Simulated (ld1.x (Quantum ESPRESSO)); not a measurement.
u(r) = r·R(r): atom against pseudo-atom (nitrogen (N))

Columns: radius, all-electron u(r) and pseudo u(r) of the 2s shell (level -32.22 eV) of nitrogen in the configuration [He] 2s2 2p2; LDA (PZ), non-relativistic, TM scheme, ld1.x (Quantum ESPRESSO) 7.5.

```json
{"r (bohr)": "0.078", "all-electron": "0.3757", "pseudo": "-0.0600"}
{"r (bohr)": "0.155", "all-electron": "0.3869", "pseudo": "-0.1228"}
{"r (bohr)": "0.232", "all-electron": "0.2380", "pseudo": "-0.1924"}
{"r (bohr)": "0.310", "all-electron": "0.0274", "pseudo": "-0.2735"}
{"r (bohr)": "0.388", "all-electron": "-0.1896", "pseudo": "-0.3671"}
{"r (bohr)": "0.465", "all-electron": "-0.3846", "pseudo": "-0.4713"}
{"r (bohr)": "0.542", "all-electron": "-0.5495", "pseudo": "-0.5817"}
{"r (bohr)": "0.620", "all-electron": "-0.6826", "pseudo": "-0.6901"}
{"r (bohr)": "0.698", "all-electron": "-0.7827", "pseudo": "-0.7832"}
{"r (bohr)": "0.775", "all-electron": "-0.8519", "pseudo": "-0.8518"}
{"r (bohr)": "0.852", "all-electron": "-0.8958", "pseudo": "-0.8958"}
{"r (bohr)": "0.930", "all-electron": "-0.9184", "pseudo": "-0.9184"}
{"r (bohr)": "1.008", "all-electron": "-0.9230", "pseudo": "-0.9230"}
{"r (bohr)": "1.085", "all-electron": "-0.9137", "pseudo": "-0.9137"}
{"r (bohr)": "1.162", "all-electron": "-0.8935", "pseudo": "-0.8935"}
{"r (bohr)": "1.240", "all-electron": "-0.8647", "pseudo": "-0.8647"}
{"r (bohr)": "1.318", "all-electron": "-0.8299", "pseudo": "-0.8299"}
{"r (bohr)": "1.395", "all-electron": "-0.7914", "pseudo": "-0.7914"}
{"r (bohr)": "1.472", "all-electron": "-0.7502", "pseudo": "-0.7502"}
{"r (bohr)": "1.550", "all-electron": "-0.7071", "pseudo": "-0.7071"}
{"r (bohr)": "1.628", "all-electron": "-0.6634", "pseudo": "-0.6634"}
{"r (bohr)": "1.705", "all-electron": "-0.6206", "pseudo": "-0.6206"}
{"r (bohr)": "1.782", "all-electron": "-0.5785", "pseudo": "-0.5785"}
{"r (bohr)": "1.860", "all-electron": "-0.5372", "pseudo": "-0.5372"}
{"r (bohr)": "1.938", "all-electron": "-0.4975", "pseudo": "-0.4975"}
{"r (bohr)": "2.015", "all-electron": "-0.4600", "pseudo": "-0.4600"}
```

**Question.** How many radial nodes do the two functions have?

**Answer.** The all-electron 2s function has n − l − 1 = 1; the pseudo-wave has 0, since the states of the same l below it are removed with the core.

**Question.** At about which radius was the pseudo-wave matched?

**Answer.** 0.90 bohr. The columns agree to 0.0005 from 0.78 bohr on; several derivatives are matched, so the curves merge somewhat inside the radius.

**Question.** Is the pseudo-wave norm-conserving?

**Answer.** Yes: the TM scheme keeps the norm inside the radius equal to the all-electron one, which fixes the energy derivative of the logarithmic derivative at the level.
